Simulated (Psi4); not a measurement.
Noncovalent pair: H2S (SMILES S) (first 3 atoms) with C2H6 (SMILES CC); geometry from B3LYP-D3(BJ)/def2-TZVP, rigid monomers moved along the line of their centres of mass till H2···C5 is 5.35 Å.
(charge 0, multiplicity 1):
```xyz
11

S      0.148     0.123    -0.199
H      0.903     0.490     0.848
H     -0.293    -0.975     0.435
C     -0.945    -0.305     6.123
C      0.580    -0.270     6.130
H     -1.344    -0.026     5.146
H     -1.360     0.389     6.857
H     -1.320    -1.301     6.364
H      1.001    -0.976     5.411
H      0.980    -0.530     7.112
H      0.956     0.725     5.878
```

These are SAPT0/jun-cc-pV(D+d)Z in Psi4 values and carry that method's errors.

Give the four SAPT terms and the total, and say what mostly holds the pair together.

electrostatics -0.1, exchange 0.0, induction -0.1, dispersion -2.5, total -2.7 meV; the largest attraction is dispersion.
